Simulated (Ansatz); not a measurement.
C2H4ClFOSi can be A, `O=CC(F)[SiH2]Cl`, or B, `F[Si]1(Cl)CCO1`.

Program: Ansatz. Geometries: PBE0-D4/def2-TZVP. ΔE: electronic, gas phase. CBS: MP2 limit from def2 TZ/QZ plus the TZ coupled-cluster correction, frozen cores. DFT in def2-TZVPP. B3LYP here is the variant with VWN-RPA as its local correlation; programs differ in this. One conformer a species, not always the lowest.

Q: Which isomer does CCSD(T)/CBS put lower? Give the gap. (An estimate is asked.)

A: Ansatz gave: B, by 85.9 kcal/mol.

Q: Give E(B) − E(A) in kcal/mol with B3LYP-D4, PBE0-D4, MP2/def2-TZVPP, B2PLYP, PBE-D4, CCSD/def2-TZVPP, r2SCAN-D4. (Estimate.)

A: Computed: B3LYP-D4 -79.5, PBE0-D4 -83.3, MP2/def2-TZVPP -88.9, B2PLYP -82.5, PBE-D4 -78.8, CCSD/def2-TZVPP -84.6, r2SCAN-D4 -83.9. None reverses the order clearly.

Largest T1 diagnostic: 0.013.

In def2-TZVPP, CCSD(T) changes the Hartree–Fock value by −4.3 kcal/mol (the triples alone add +0.4 kcal/mol) and MP2 by −9.1 kcal/mol. From PBE to PBE0 (25 % exact exchange), in def2-TZVPP and without D4, E(B) − E(A) moves by −4.6 kcal/mol.
